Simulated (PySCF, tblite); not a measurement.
Compound: C8H13NP (charge +1).
Geometry (GFN2-xTB, Å), atoms numbered from 1 in this order:
```
atom  x, y, z in Å
C1    -1.6805    1.9480   -0.9481
C2    -1.9899    0.4579   -0.8328
P3    -1.1831   -0.2758    0.6143
C4    -1.6187   -2.0174    0.7561
C5     0.6035   -0.1238    0.4443
C6     1.5058    0.5280    1.2643
C7     2.8427    0.4780    0.8831
C8     3.1911   -0.2038   -0.2724
C9     2.1929   -0.8209   -1.0216
N10    0.9234   -0.7798   -0.6657
H11   -2.1816    2.3631   -1.8187
H12   -2.0249    2.4899   -0.0691
H13   -0.6110    2.1148   -1.0624
H14   -1.6151   -0.0910   -1.7039
H15   -3.0665    0.2814   -0.7460
H16   -1.6068    0.3941    1.7476
H17   -2.7029   -2.1314    0.7558
H18   -1.1909   -2.5372   -0.1038
H19   -1.2074   -2.4381    1.6736
H20    1.1838    1.0468    2.1543
H21    3.5962    0.9653    1.4829
H22    4.2193   -0.2593   -0.5913
H23    2.4160   -1.3619   -1.9304
```

The geometry is computed with GFN2-xTB (gas phase).

Take the most abundant isotopes and a rigid rotor. The values belong to one conformer with, in the numbering `[CH3:1][CH2:2][P@@H+:3]([CH3:4])[c:5]1[cH:6][cH:7][cH:8][cH:9][n:10]1`, C1–C2–P3–C4 178°, C2–P3–C5–C6 120°.

(1) Give the principal moments of inertia and the rotational constants in cm⁻¹.

(2) Classify the top.

(3) What does the inertial defect say?

(4) Give the other two planar moments, Paa and Pbb, and the rms extents of the mass along the axes.

(5) List the rotational levels J(Ka,Kc) to J = 5 (cm⁻¹).

(6) Estimate the classical rotational partition function at 25 K, 100 K and 200 K.

Results:

(1) Ia = 270.37, Ib = 645.88, Ic = 711.28 u·Å²; 505379 MHz·u·Å²/I gives 1869, 782.5 and 710.5 MHz, that is A = 0.06235, B = 0.02610, C = 0.02370 cm⁻¹.

(2) An asymmetric top. Ray's parameter κ = (2B − A − C)/(A − C) = -0.876; −1 is the prolate and +1 the oblate limit.

(3) Not planar: Δ = Ic − Ia − Ib = -204.96 u·Å². For a rigid frame Δ = −2 Σ m c², so Σ m c² = 102.48 u·Å² lies off the ab plane: 23.56 from hydrogen and 78.92 from heavier atoms. The atom farthest from that plane is 2.38 Å away.

(4) Paa = Σ m a² = (Ib + Ic − Ia)/2 = 543.39 and Pbb = Σ m b² = (Ia + Ic − Ib)/2 = 167.89 u·Å². With the mass M = 154.08 u, the rms extents √(P/M) along a, b and c are 1.88, 1.04, 0.82 Å.

(5) Above 0(0,0):
J = 1: 1(0,1) 0.0498, 1(1,1) 0.0861, 1(1,0) 0.0885
J = 2: 2(0,2) 0.1493, 2(1,2) 0.1833, 2(1,1) 0.1905, 2(2,1) 0.2992, 2(2,0) 0.2993
J = 3: 3(0,3) 0.2982, 3(1,3) 0.3290, 3(1,2) 0.3434, 3(2,2) 0.4486, 3(2,1) 0.4492, 3(3,1) 0.6359, 3(3,0) 0.6359
J = 4: 4(0,4) 0.4963, 4(1,4) 0.5232, 4(1,3) 0.5471, 4(2,3) 0.6477, 4(2,2) 0.6494, 4(3,2) 0.8353, 4(3,1) 0.8354, 4(4,1) 1.0973, 4(4,0) 1.0973
J = 5: 5(0,5) 0.7431, 5(1,5) 0.7657, 5(1,4) 0.8016, 5(2,4) 0.8965, 5(2,3) 0.9004, 5(3,3) 1.0847, 5(3,2) 1.0848, 5(4,2) 1.3466, 5(4,1) 1.3466, 5(5,1) 1.6834, 5(5,0) 1.6834
The levels of one J sum to (2J + 1)J(J + 1)(A + B + C)/3.

(6) Point group C1, symmetry number σ = 1; q = (√π/σ)·√((kT/h)³/(ABC)), k/h = 20836.6 MHz/K: 20700 at 25 K, 165000 at 100 K, 468000 at 200 K.

Its GFN2-xTB frequencies are all real (lowest 33 cm⁻¹). Constants of a rigid frame at the computed geometry: no zero-point averaging, no centrifugal distortion.
